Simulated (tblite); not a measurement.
Compound: C₇H₉O (doublet state).
Numbering: `[CH2:1]=[C:2]1[CH:3][C@H:4]([CH2:5][OH:6])[C:7]1=[CH2:8]` (hydrogens: H9, H10 on C1; H11 on C3; H12 on C4; H13, H14 on C5; H15 on O6; H16, H17 on C8)

The geometry is computed with GFN2-xTB (gas phase). This method treats the open shell by occupation alone, without spin polarisation.

Task: Give the optimised bond lengths and angles.

Result: 
| bond | length (Å) |
| --- | --- |
| C1=C2 | 1.360 |
| C2–C3 | 1.400 |
| C3–C4 | 1.502 |
| C4–C5 | 1.537 |
| C5–O6 | 1.404 |
| C4–C7 | 1.525 |
| C7=C8 | 1.318 |
| C2–C7 | 1.480 |
| C1–H9 | 1.076 |
| C1–H10 | 1.074 |
| C3–H11 | 1.073 |
| C4–H12 | 1.095 |
| C5–H13 | 1.100 |
| C5–H14 | 1.092 |
| O6–H15 | 0.964 |
| C8–H16 | 1.077 |
| C8–H17 | 1.077 |

A selection of angles:
| angle | degrees |
| --- | --- |
| C2–C1–H9 | 121.1 |
| C2–C1–H10 | 121.1 |
| H9–C1–H10 | 117.8 |
| C1–C2–C3 | 135.5 |
| C1–C2–C7 | 133.5 |
| C3–C2–C7 | 91.1 |
| C2–C3–C4 | 93.7 |
| C2–C3–H11 | 133.7 |
| C4–C3–H11 | 132.5 |
| C3–C4–C5 | 116.2 |
| C3–C4–C7 | 85.5 |
| C3–C4–H12 | 115.2 |
| C5–C4–C7 | 115.1 |
| C5–C4–H12 | 108.4 |
| C7–C4–H12 | 115.2 |
| C4–C5–O6 | 112.6 |
| C4–C5–H13 | 109.1 |
| C4–C5–H14 | 109.6 |
| O6–C5–H13 | 111.0 |
| O6–C5–H14 | 105.8 |
| H13–C5–H14 | 108.6 |
| C5–O6–H15 | 108.4 |
| C4–C7–C8 | 134.2 |
| C2–C7–C4 | 89.7 |
| C2–C7–C8 | 136.1 |
| C7–C8–H16 | 121.6 |
| C7–C8–H17 | 121.6 |
| H16–C8–H17 | 116.8 |

Torsions: C1–C2–C3–C4 180° (antiperiplanar); C2–C3–C4–C5 115° (anticlinal); C3–C4–C5–O6 73° (synclinal); C3–C4–C7–C8 180° (antiperiplanar); C1–C2–C7–C4 180° (antiperiplanar); H15–O6–C5–C4 -59° (synclinal).

C1 (carbon bonded to C and 2 H) is planar (angles 121.1°, 121.1° and 117.8°, sum 360.0°, 0.00 Å off the plane of its three neighbours). C3 (carbon bonded to 2 C and H) is planar (angles 133.7°, 132.5° and 93.7°, sum 360.0°, 0.00 Å off the plane of its three neighbours). The 4-membered ring C2–C3–C4–C7 has internal angles of 85.5° to 93.7° (sum 360°, against 360° for a flat polygon); it is planar, 0.00 Å rms from its mean plane, widest ring torsion 0°. Of the pairs four or more bonds apart, C3···H15 is among the closest relative to their van der Waals radii: 2.83 Å, 98 % of the sum of Bondi's values. C2 (carbon bonded to 3 C) is planar (angles 135.5°, 133.5° and 91.1°, sum 360.0°, 0.00 Å off the plane of its three neighbours). C8 (carbon bonded to C and 2 H) is planar (angles 121.6°, 121.6° and 116.8°, sum 360.0°, 0.00 Å off the plane of its three neighbours). The 7 C–C bonds span 1.318 Å (C7=C8, drawn double) to 1.537 Å (C4–C5, drawn single), a spread of 0.219 Å.

Point group: C1 (no symmetry element, even within 0.4 Å). Its GFN2-xTB frequencies are all real (lowest 67 cm⁻¹). Torsions: C3–C4–C5–O6 73°, C4–C5–O6–H -59°.

One conformer stands for the species.
